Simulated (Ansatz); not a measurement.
Input for Ansatz (a program for electronic structure): U-r2SCAN/def2-TZVPP on H2OSn (SMILES [OH][SnH]), a point of a bond scan (R = 0.867 Å). Elements past Kr take the def2 small-core potentials; no spin–orbit coupling.

Ansatz 0.2 input:
```yaml
crystal:
  periodic: [false, false, false]
  atoms:
    - {symbol: Sn, position_ang: [-0.18386056, -0.15025870, 0.19526245]}
    - {symbol: H, position_ang: [-1.45520735, 0.01473920, -1.07212820]}
    - {symbol: O, position_ang: [1.21528417, 0.79939053, -0.86933130]}
    - {symbol: H, position_ang: [0.95489424, 1.07270326, -1.64964268]}
basis:
  gaussian:
    orbitals: def2-TZVPP
hamiltonian:
  xc: {name: r2SCAN}
magnetization: {spin_polarized: true, initial_magnetization: 0}
```

Output:

```
WARN ansatz: RAYON_NUM_THREADS=1 ignored (pool sized by the plan → 1); use --threads N
Functional definition: r2SCAN
integrals: 0.03 GiB planned
657 factors; their error is unknown
mean field: 0.35 GiB planned
mean field evaluation 1: about -7905.2878 eV, gradient 4.7e1 eV
mean field evaluation 2: about -7810.8667 eV, gradient 1.2e2 eV
mean field evaluation 4: about -7912.7946 eV, gradient 8.0e0 eV
mean field evaluation 8: about -7913.0286 eV, gradient 1.7e-1 eV
mean field evaluation 16: about -7913.0220 eV, gradient 5.1e-5 eV
mean field -7913.02201989 eV, -290.7981955919 hartree, gradient 5.1e-5 eV, S^2 0.000000; 1 other end points of the search recorded, 0 dependent functions left out
reference -7913.02203605 eV, -290.7981961860 hartree; 16, 16 occupied and 93, 93 virtual orbitals, 657 factors
Total energy: -7913.02203605 eV, -290.7981961860 hartree
```

Self-consistency was reached.

Cost: about 5 core-seconds (a rough figure).
